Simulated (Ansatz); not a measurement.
Basis-set extrapolation for CH₉AlSSi₂ (`[SiH3][CH2][AlH][S][SiH3]`) (PBE0-D4/def2-TZVP geometry, frozen core, the Gaussian-basis code of Ansatz). Multiplicity 1, RHF reference.

```csv
,def2-TZVPP,def2-QZVPP
HF,-1260.554136,-1260.592330
MP2 correlation,-0.688030,-0.739826
CCSD(T) correlation,-0.796651,not run
```

Energies in hartree. Use E(X) = E(∞) + A·exp(−7.88·√X) for Hartree–Fock and E(X) = E(∞) + B·X^(−2.97) for correlation, with X = 3 and 4, and add CCSD(T) minus MP2 of the smaller set to the MP2 limit.

Task: What is the CCSD(T) energy at the basis-set limit?

Result: HF limit: -1260.592330 + (-0.038194) × 0.13774 = -1260.59759. MP2 limit: -0.739826 + (-0.051796) × 0.74074 = -0.77819. Higher-order term: -0.796651 − (-0.688030) = -0.10862. Total: -1261.48440 hartree, 83.8 kcal/mol below CCSD(T)/def2-TZVPP.
